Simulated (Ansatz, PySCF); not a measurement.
Hf(OH)4 (H4HfO4), SMILES [OH][Hf]([OH])([OH])[OH], multiplicity 1.

The structure is a stationary point at B3LYP-D3(BJ)/def2-SVP. The spin state was assumed, not searched. The isomer is the one that the SMILES or the coordinates give; other isomers of the formula were not compared. The def2 effective core potentials stand for the cores of Hf; spin–orbit coupling is left out. Other conformers were not sampled.

Vertical ionisation energy (IE) and electron affinity (EA) in eV. Rows of orbital energies are one-electron estimates. Where ΔSCF, EOM or ADC give a negative EA the extra electron is unbound and the value depends on the basis.

```tsv
level	IE	EA
−ε(HOMO), −ε(LUMO), CAM-B3LYP/def2-TZVP (PySCF)	9.91	-0.74
−ε(HOMO), −ε(LUMO), PBE/def2-TZVP (PySCF)	6.72	0.60
ΔSCF, CAM-B3LYP/def2-SVPD (Ansatz), final states of multiplicity 2 and 2	…	…
ΔSCF, PBE/def2-SVPD (Ansatz), final states of multiplicity 2 and 2	9.83	-0.69
```

Some entries are withheld; supply them. (Estimate from the structure and the level; the computed values follow.)


- ΔSCF, CAM-B3LYP/def2-SVPD (Ansatz, an electronic-structure program), final states of multiplicity 2 and 2, IE: 11.00
- ΔSCF, CAM-B3LYP/def2-SVPD (Ansatz), final states of multiplicity 2 and 2, EA: -0.95

What vertical singlet–triplet gap does ΔSCF give with CAM-B3LYP/def2-SVPD (Ansatz) and with PBE/def2-SVPD (Ansatz)? (The exact figures need the calculation; the answer reports its results.)

7.53 and 6.29 eV (triplet above singlet where positive).
